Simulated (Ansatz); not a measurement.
Gas-phase electronic energies from Ansatz, PBE0-D4/def2-TZVP geometries. CCSD(T)/CBS adds triple-zeta CCSD(T) − MP2 to the extrapolated MP2 energy (def2 sets, frozen cores). Functionals use def2-TZVPP. B3LYP here is the variant with VWN-RPA as its local correlation; programs differ in this. def2 core potentials past Kr. For Te outer-core shells are correlated without core-valence functions, which leaves a few kJ/mol of doubt a bond. One conformer a species, not always the lowest.

Reaction (formal exchange of groups at the Si–O bond): `N[SiH2]O[SiH3]` + `FC[TeH]` → `N[SiH2]C(F)[TeH]` + silanol

`N[SiH2]O[SiH3]`:

```xyz
11

N    -0.905    1.321    1.729
Si   -0.964    0.444    0.273
O     0.467   -0.223   -0.170
Si    1.314   -1.129   -1.227
H    -0.865    0.854    2.619
H    -0.484    2.235    1.772
H    -1.939   -0.660    0.454
H    -1.374    1.384   -0.799
H     1.294   -0.509   -2.579
H     2.717   -1.221   -0.752
H     0.738   -2.497   -1.321
```

`FC[TeH]`:

Cartesian coordinates in Å:
```
F 1.214 -0.114 -1.063
C 0.191 -0.514 -0.244
Te -1.287 1.010 0.059
H 0.599 -0.797 0.726
H -0.326 -1.358 -0.703
H -0.391 1.773 1.226
```

`N[SiH2]C(F)[TeH]`:

Cartesian coordinates in Å:
```
N -0.153 0.256 -1.790
Si -0.562 -0.596 -0.368
C -0.226 0.410 1.210
F -0.712 -0.234 2.335
Te 1.874 0.842 1.384
H 0.779 0.596 -1.956
H -0.846 0.771 -2.304
H -2.016 -0.894 -0.440
H 0.228 -1.845 -0.224
H -0.683 1.404 1.158
H 2.317 -0.710 0.995
```

`O[SiH3]`:

Cartesian coordinates in Å:
```
O -1.085 0.673 -0.110
Si 0.226 -0.293 0.139
H -0.988 1.415 -0.708
H 0.690 -0.927 -1.127
H -0.213 -1.337 1.093
H 1.369 0.469 0.713
```

```csv
level,ΔE (kJ/mol),difference from CCSD(T)/CBS
r2SCAN-D4,125.5,0.2
PBE0-D4,119.6,-5.7
B3LYP-D4,128.9,3.6
ωB97M-V,126.4,1.1
PBE,115.6,-9.7
HF/def2-TZVPP,160.4,35.1
CCSD/def2-TZVPP,133.8,8.5
CCSD(T)/def2-TZVPP,128.5,3.2
HF/def2-QZVPP,162.7,37.4
CCSD/CBS(def2),130.6,5.3
CCSD(T)/CBS,125.3,0
```

Largest T1 diagnostic among the species: 0.012.

From PBE to PBE0 (25 % exact exchange), in def2-TZVPP and without D4, ΔE moves by +8.0 kJ/mol. In def2-TZVPP, CCSD(T) changes the Hartree–Fock value by −31.9 kJ/mol (the triples alone add −5.3 kJ/mol) and MP2 by −32.8 kJ/mol. The D4 term adds −7.4 kJ/mol with B3LYP and −4.0 kJ/mol with PBE0; it sums over pairs of atoms, weighted by their polarisabilities, and B3LYP, whose exchange is more repulsive, gets the larger term.
